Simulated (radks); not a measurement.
Excited configurations of the calcium ion Ca+: one electron is placed in a higher orbital outside [Ar]. The ground configuration is [Ar] 4s1. Method: Dirac Kohn-Sham, PBE, spin-unpolarised, spherical densities, point nucleus; open shells are shared between the two j in proportion to 2j + 1; computed with a radial shooting solver on a logarithmic mesh with Libxc functionals. Excitation = E - E(ground); binding = E(ion) - E, where the ion is the core of charge +2; n* = 2/sqrt(2 binding) in atomic units, and the quantum defect is n - n*. Eigenvalue and <r> are those of j = l + 1/2.

outer orbital  excitation (eV)  binding (eV)  eigenvalue (eV)  <r> (bohr)
4f                       8.353         3.467           -2.482       8.818
6s                       8.482         3.338           -2.685       12.66
6f                      10.165         1.655           -1.308       22.70
7s                       9.620         2.200           -1.792       19.32
7d                      10.303         1.517           -1.228       26.77

The Delta-SCF ionisation energy is 11.820 eV (NIST Atomic Spectra Database: 11.872 eV, measured). Self-interaction in the functional shifts the binding energies and quantum defects, so they are the method's values and not measured ones. Spin polarisation and multiplet splitting are left out, so open shells lie too high by an amount that depends on their filling.

Beside tabulated values, note that spin-unpolarised runs miss the spin-polarisation part of the exchange energy of open shells.
